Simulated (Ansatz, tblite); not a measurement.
Cost and result up the ladder for W₃Se₅ (the lowest singlet isomer of a short search) (8 atoms). Charge 0, multiplicity 1. Geometry: PBE-D4/def2-SVP.

Cartesian coordinates in Å:
```
W -1.286 0.656 0.627
W 0.172 -1.124 0.282
W 1.092 0.624 -0.947
Se 0.675 -1.245 -2.382
Se -0.472 -0.148 2.729
Se 2.694 -0.192 0.634
Se -0.395 2.633 -0.651
Se -2.480 -1.204 -0.292
```

Ansatz on 4 threads of Arm Neoverse V1 on a shared host; xTB runs through tblite on one thread. Times are rough, summed over both states, and most runs start from the orbitals of an earlier one. No level here is sound enough to serve as a yardstick. The other state is a quintet at its own geometry.

In the def2 sets W takes a core potential; there is no spin–orbit coupling. The xTB rows come from tblite. The structure comes from a short search, and lower isomers may exist.

Run but left out: HF/def2-SVP, MP2/def2-SVP (singlet: restricted singlet, unstable towards broken spin symmetry).

xTB has no spin-polarisation term.

```tsv
level	functions	wall time
GFN1-xTB	72	0.035 s
GFN2-xTB	72	0.091 s
PBE-D4/def2-SVP	256	47 s
PBE0-D4/def2-SVP	256	1.8 min
```

(1) Estimate what each level gives for the quintet − singlet (eV).

## Answers

(1) 
```csv
level,quintet − singlet (eV),remarks
GFN1-xTB,-0.08,–
GFN2-xTB,-0.07,–
PBE-D4/def2-SVP,2.47,restricted SCF unstable in HF (singlet)
PBE0-D4/def2-SVP,2.36,restricted SCF unstable in HF (singlet)
```
